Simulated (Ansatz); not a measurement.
Consider the ligand exchange at a B–C bond: `N=CB(F)S` + silanol → `FB(S)O[SiH3]` + `C=N`.

Isolated molecules relaxed with PBE0-D4/def2-TZVP in Ansatz; ΔE leaves out vibrations. CCSD(T)/CBS adds triple-zeta CCSD(T) − MP2 to the extrapolated MP2 energy (def2 sets, frozen cores). This one scheme is used for every species. Functionals use def2-TZVPP. One conformer a species, not always the lowest.

| level | ΔE (eV) |
| --- | --- |
| PBE | -1.16 |
| CCSD/def2-TZVPP | -1.33 |

(1) What does CCSD(T)/CBS give? (Estimate.)

Largest T1 diagnostic among the species: 0.014.

Results:

(1) The calculation gave: -1.29 eV. The listed levels differ from it by 0.13, -0.04 eV.

From BLYP to BHLYP (50 % exact exchange), in def2-TZVPP and without D4, ΔE moves by −0.15 eV. At CCSD(T), def2-SVP lies −0.12 eV from the extrapolated value and def2-TZVPP −0.01 eV. In def2-TZVPP, CCSD(T) changes the Hartree–Fock value by +0.19 eV (the triples alone add +0.03 eV) and MP2 by +0.18 eV.
